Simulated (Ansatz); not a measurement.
## Breaking a bond in InH3F− ([InFH3]-)

InH3F− has 5 atoms, charge -1, and is taken as a singlet. As SMILES, `[H][In-]([H])([H])[F]`. The shape comes from GFN2-xTB, which is rough for such elements, and wasn't checked as a minimum.

```tsv
atom	x (Å)	y (Å)	z (Å)
In	0.0017	0.0031	-0.1344
F	0.0095	-0.0193	1.8835
H	1.6439	0.0097	-0.5932
H	-0.8322	1.4253	-0.5650
H	-0.8229	-1.4189	-0.5910
```

The In1–H5 distance is scanned; the parts on either side stay rigid. Basis STO-3G, 19 core orbitals frozen in the correlated methods; program Ansatz 0.2.0. FCI is exact within this basis and core. Energies in eV from each method's value at 1.706 Å; methods without a U are spin-restricted. The set has no diffuse functions, which an anion needs. The shape above is that at 1.706 Å.

```tsv
distance (Å)	HF	r2SCAN0	CAM-B3LYP	B2PLYP	RPA@PBE	CCSDT	CCSDT(Q)	FCI
1.706	0.00	0.00	0.00	0.00	0.00	0.00	0.00	0.00
2.133	1.14	1.08	1.12	1.04	0.85	0.91	0.91	0.91
2.559	3.00	2.62	2.68	2.56	2.24	2.39	2.39	2.39
3.412	6.22	5.18	5.33	4.97	4.24	4.59	4.59	4.59
4.265	7.72	6.27	6.57	5.67	4.53	5.07	5.08	5.06
```

Departure from the FCI curve at its largest: HF +2.66 eV at 4.26 Å; r2SCAN0 +1.21 eV at 4.26 Å; CAM-B3LYP +1.51 eV at 4.26 Å; B2PLYP +0.61 eV at 4.26 Å; RPA@PBE -0.53 eV at 4.26 Å; CCSDT +0.01 eV at 4.26 Å; CCSDT(Q) +0.02 eV at 4.26 Å. Restricted functionals keep the electrons paired too, and rise too high. Restricted Hartree–Fock keeps the electrons paired, so it rises far too high as the bond breaks.
